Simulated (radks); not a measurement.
Results of a calculation; reference values are marked as such.
Task: All-electron atom: Pt III in [Xe] 4f14 5d8. Level of theory: scalar-relativistic Kohn-Sham, SCAN, spin-unpolarised, spherical densities, finite nucleus; meta-GGA in the generalised Kohn-Sham scheme; Fermi nuclear charge, rms radius 5.427 fm (a radial shooting solver on a logarithmic mesh with Libxc functionals). Some entries of the table are withheld. Estimate them.

orbital  occ.  eigenvalue (eV)  r(max) (bohr)
1s          2        -78514.91        0.01062
2s          2        -13838.66        0.06117
2p          6        -11994.14        0.05059
3s          2        -3279.228         0.1724
3p          6        -2738.887         0.1715
3d         10        -2151.364            (1)
4s          2        -727.3205         0.3900
4p          6        -549.3127            (2)
4d         10        -332.2070         0.4182
5s          2        -124.7944         0.8674
4f         14         -91.9727         0.3855
5p          6         -78.2851         0.9792
5d          8         -26.0069          1.235

Result: 
(1) 3d r(max) (bohr): 0.1400
(2) 4p r(max) (bohr): 0.4099
